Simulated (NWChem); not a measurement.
Species: ZrI3 cation; SMILES [I][Zr+]([I])[I]

```xyz
4

Zr     0.0000     0.0000     0.7058
I     -2.1974    -1.1081    -0.1776
I      0.1391     2.4571    -0.1776
I      2.0583    -1.3490    -0.1776
```
Atoms are numbered in this order, from 1.

Program: NWChem. Coordinates come from a PBE0/def2-SVP optimisation. Not confirmed as a minimum by frequencies. This spin state was assumed; another may lie lower. def2 effective core potentials on Zr, I; no spin-orbit coupling.

For level TPSS/def2-SVP:

```yaml
highest occupied level (eV): -11.19
orbital gap (eV): 2.31
```

**Question.** What are these values for level LC-BLYP (range parameter 0.33 per bohr)/def2-SVP?

**Answer.** The highest occupied level (eV) comes out as -14.11. The orbital gap (eV) is 7.45.
